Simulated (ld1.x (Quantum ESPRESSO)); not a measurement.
## Transferability test, PAW potential for silicon (Si)

- Element: Si
- Generator: ld1.x (Quantum ESPRESSO) 7.5
- Type: PAW
- Functional: PBEsol
- Relativity: scalar-relativistic
- Frozen core: [He]
- Valence charge: 12
- Reference configuration: 2s2 2p6 3s2 3p1 (charge +1)
- Partial waves: 2s (bound): rcut 0.80, rcutus 0.90 bohr; 3s (bound): rcut 0.80, rcutus 0.90 bohr; 2p (bound): rcut 0.75, rcutus 0.95 bohr; 3p (bound): rcut 0.75, rcutus 0.95 bohr; 3d channel at 0.5 Ry: rcut 0.80, rcutus 1.00 bohr; 3d channel at 2.3 Ry: rcut 0.80, rcutus 1.00 bohr
- Local potential: all-electron potential smoothed inside 0.70 bohr (lloc = -2)
- Core correction: Bessel-smoothed model core inside 0.55 bohr
- Augmentation charge: PSQ, radius 0.60 bohr

Energies are relative to the spin-unpolarised reference configuration 2s2 2p6 3s2 3p1; without spin polarisation the order of configurations can differ from experiment.

```csv
valence configuration,charge,ΔE all-electron (eV),error AE − PS (meV)
2s2 2p6 3s2 3p2,0,-7.713,+0.1
2s2 2p6 3s1 3p0,+3,49.862,-0.2
2s2 2p6 3s1 3p3,0,-0.919,0.0
2s2 2p5 3s2 3p2,+1,102.179,-32
2s2 2p6 3s2 3p1.5,+0.5,-4.804,+0.1
2s2 2p6 3s0 3p4,0,6.024,0.0
```

(1) What are ΔE and the potential's error for 2s2 2p6 3s2 3p0?

## Answers

(1) ΔE = 15.963 eV all-electron; the error (AE − PS) is 0.0 meV.
